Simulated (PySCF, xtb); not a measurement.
NP, SMILES N#P.

GFN2-xTB in xtb at its own geometry gives an orbital gap of 3.22 eV and a dipole moment of 1.89 D.

Geometry optimised at B3LYP-D3(BJ)/def2-TZVPD.

Q: What does HF/def2-TZVPD run with PySCF give? (Estimate from the structure and the level; the computed values follow.)

A: gap 13.19 eV (levels -12.11 and 1.09 eV), dipole 3.27 D.
